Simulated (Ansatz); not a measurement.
One change: `N[Si@@H]1S[C@@H]1F` becomes `O[Si@H]1S[C@H]1F`.

Ansatz, PBE0-D4/def2-TZVP geometries, multiplicity 1. Each molecule was computed in one conformer, which needn't be the lowest.

```csv
property,`N[Si@@H]1S[C@@H]1F`
HOMO energy (PBE0/def2-TZVPP) / eV,-7.06
HOMO–LUMO gap (ωB97M-V/def2-TZVPP) / eV,10.94
HOMO–LUMO gap (PBE0/def2-TZVPP) / eV,7.15
HOMO energy (B3LYP/def2-TZVPP) / eV,-6.83
HOMO energy (PBE/def2-TZVPP) / eV,-5.80
HOMO–LUMO gap (B3LYP/def2-TZVPP) / eV,6.67
```

(1) Give the same properties after the change, and the shifts. (An estimate is asked.)

Answers

(1) Ansatz gave: 
```json
{"property": "HOMO energy (PBE0/def2-TZVPP) / eV", "`O[Si@H]1S[C@H]1F`": "-7.55", "shift": "-0.49"}
{"property": "HOMO–LUMO gap (ωB97M-V/def2-TZVPP) / eV", "`O[Si@H]1S[C@H]1F`": "11.37", "shift": "0.43"}
{"property": "HOMO–LUMO gap (PBE0/def2-TZVPP) / eV", "`O[Si@H]1S[C@H]1F`": "7.44", "shift": "0.29"}
{"property": "HOMO energy (B3LYP/def2-TZVPP) / eV", "`O[Si@H]1S[C@H]1F`": "-7.32", "shift": "-0.49"}
{"property": "HOMO energy (PBE/def2-TZVPP) / eV", "`O[Si@H]1S[C@H]1F`": "-6.28", "shift": "-0.48"}
{"property": "HOMO–LUMO gap (B3LYP/def2-TZVPP) / eV", "`O[Si@H]1S[C@H]1F`": "6.95", "shift": "0.28"}
```

With PBE0 the HOMO falls by 0.49 eV and the LUMO falls by 0.21 eV, so the gap widens by about 0.28 eV. PBE moves the HOMO by -0.48 eV and ωB97M-V by -0.50 eV.

B3LYP here is the variant with VWN-RPA as its local correlation; programs differ in this.
